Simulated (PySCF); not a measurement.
Species: SeMe2, C2H6Se.
Bonds: Se1–C2, Se1–C6. Hydrogens: H3, H4, H5 on C2; H7, H8, H9 on C6.

Method: PBE0-D3(BJ)/def2-SVP geometry optimisation, gas phase (PySCF); density fitting, grid level 1; the optimiser is geomeTRIC in internal coordinates, started from a GFN2-xTB structure with every atom displaced at random (about 0.03 Å).

At the end of the run (lengths in Å): Se1–C2 1.940, Se1–C6 1.940, C6–H9 1.099, C2–H3 1.099, C6–H7 1.099, C6–H8 1.099, C2–H5 1.099, Se1–C2–H3 110.8°, H3–C2–H4 110.0°, Se1–C2–H5 107.2°, C2–Se1–C6 96.9°, H7–C6–Se1–C2 61°.

Problem. These geometries were met on the way; a selection of coordinates is given. Order them by energy above the end point, lowest first.
A. Se1–C2 1.882, Se1–C6 1.998, C6–H9 1.049, C2–H3 1.075, C6–H7 1.078, C6–H8 1.087, C2–H5 1.106, Se1–C2–H3 105.8°, H3–C2–H4 112.5°, Se1–C2–H5 105.7°, C2–Se1–C6 97.4°, H7–C6–Se1–C2 57°
B. Se1–C2 1.940, Se1–C6 1.945, C6–H9 1.100, C2–H3 1.100, C6–H7 1.099, C6–H8 1.099, C2–H5 1.099, Se1–C2–H3 111.2°, H3–C2–H4 110.1°, Se1–C2–H5 107.2°, C2–Se1–C6 96.5°, H7–C6–Se1–C2 61°
C. Se1–C2 1.945, Se1–C6 1.948, C6–H9 1.097, C2–H3 1.098, C6–H7 1.099, C6–H8 1.099, C2–H5 1.099, Se1–C2–H3 111.4°, H3–C2–H4 110.3°, Se1–C2–H5 106.5°, C2–Se1–C6 95.9°, H7–C6–Se1–C2 60°

Solution. B (0.001 eV), C (0.012 eV), A (0.212 eV).

```json
{"step": "2", "E above end (eV)": "0.001", "rms distance from the end, all atoms (Å)": "0.008", "largest force (eV/Å)": "0.108", "rms shift of all bonds from the end (Å)": "0.002"}
{"step": "1", "E above end (eV)": "0.012", "rms distance from the end, all atoms (Å)": "0.026", "largest force (eV/Å)": "0.356", "rms shift of all bonds from the end (Å)": "0.003"}
{"step": "0", "E above end (eV)": "0.212", "rms distance from the end, all atoms (Å)": "0.060", "largest force (eV/Å)": "2.667", "rms shift of all bonds from the end (Å)": "0.036"}
```

Rows stand in the order of the answer.
